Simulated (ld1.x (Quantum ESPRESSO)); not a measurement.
# arsenic (As): one change to an ultrasoft potential, before and after

```json
{"Element": "As", "Generator": "ld1.x (Quantum ESPRESSO) 7.5", "Type": "ultrasoft", "Functional": "LDA (PZ)", "Relativity": "scalar-relativistic", "Frozen core": "[Ar] 3d10", "Valence charge": "5", "Reference configuration": "4s2 4p3", "Partial waves": "4s (bound): rcut 1.40, rcutus 1.60 bohr; 4s channel at 0.05 Ry: rcut 1.40, rcutus 1.60 bohr; 4p (bound): rcut 1.70, rcutus 2.20 bohr; 4p channel at 0.05 Ry: rcut 1.70, rcutus 2.20 bohr; 4d channel at 0.25 Ry: rcut 1.95, rcutus 2.35 bohr; 4d channel at 1.6 Ry: rcut 1.95, rcutus 2.35 bohr", "Local potential": "all-electron potential smoothed inside 1.35 bohr (lloc = -1)", "Core correction": "Bessel-smoothed model core, default radius (core density twice the valence density)", "Augmentation charge": "built from norm-conserving waves at rcut, not smoothed further"}
```

All-electron outer shells of the reference configuration (LDA (PZ), scalar-relativistic, ld1.x):

| shell | level (eV) | outermost node (bohr) | outermost maximum (bohr) |
| --- | --- | --- | --- |
| 3p | -133.41 | 0.22 | 0.52 |
| 3d | -40.89 | – | 0.47 |
| 4s | -14.70 | 0.73 | 1.61 |
| 4p | -5.35 | 0.78 | 1.97 |

Change: all radii but the core radius scaled by about 1.05 (s 1.68, p 2.32, d 2.48 bohr, rcut 1.48/1.80/2.06); local potential all-electron potential smoothed inside 1.42 bohr (lloc = -1).

Cutoffs: the cutoffs (Ry, on a coarse ladder) from which the occupation-weighted sum of valence levels, in a spherical-Bessel basis at the reference potential, stays within 10 and 1 mRy of its value at 400 Ry; they do not see the model core or the augmentation charge, which bear on the density cutoff. Errors are all-electron minus pseudo energies relative to the spin-unpolarised reference configuration.

Problem. What does the change do?

Solution. The potential gets softer (12 Ry and 18 Ry → 12 Ry and 15 Ry); of the 9 tests that both files solve, the error grows in 1 and shrinks in 0 by more than 15 % and 0.3 meV (median size 21.0 → 19.9 meV); neither file shows a bound ghost. A larger radius leaves more room for a smooth pseudo-wave, so fewer plane waves are needed.

```csv
quantity,base,changed
"cutoff, loose",12 Ry,12 Ry
"cutoff, tight",18 Ry,15 Ry
loose cutoff by channel (10 mRy a level),"s 10 Ry, p 8 Ry","s 8 Ry, p 8 Ry"
bound ghosts,none,none
"error for 4s2 4p2, meV [ΔE 9.33 eV]",-4.4,-4.4
"error for 4s2 4p1, meV [ΔE 27.49 eV]",-27,-27
"error for 4s2 4p0, meV [ΔE 55.53 eV]",-99,-98
"error for 4s0 4p5, meV [ΔE 19.21 eV]",-34,-31
"error for 4s1 4p3, meV [ΔE 19.49 eV]",-21,-20
"error for 4s2 4p2.5, meV [ΔE 3.64 eV]",-1.1,-1.1
"error for 4s1 4p0, meV [ΔE 106.64 eV]",-361,-355
"error for 4s2 4p3 (spin-polarised), meV [ΔE -1.32 eV]",+0.7,+1.3
"error for 4s2 4p2 (spin-polarised), meV [ΔE 8.60 eV]",-4.4,-4.0
lowest overlap eigenvalue by channel,"s 0.26, p 0.60, d 0.59","s 0.30, p 0.64, d 0.81"
```
